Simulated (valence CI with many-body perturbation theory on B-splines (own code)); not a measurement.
**Which ion has this spectrum?**

A relativistic CI+MBPT calculation for an atom or ion with 15 electrons gives these levels (eV):

```
  J  Parity       E     g
3/2     odd    0.00  1.34
3/2    even  237.69  0.78
5/2    even  343.52  1.19
3/2     odd  389.46  1.45
5/2     odd  401.59  1.19
1/2     odd  417.52  0.65
5/2    even  571.54  1.45
3/2    even  601.96  1.14
1/2    even  604.33  2.03
5/2    even  624.37  0.96
1/2    even  627.85  0.22
3/2    even  628.21  0.90
7/2    even  637.08  1.02
5/2    even  667.95  1.15
```

The energies are calculated, and their last digits are not significant.

Q: Which is it?
A. W59+
B. Os61+
C. Re60+
D. Ta58+

A: B. Os61+, ground level (3s^2 3p1/2^2 3p3/2) J=3/2.
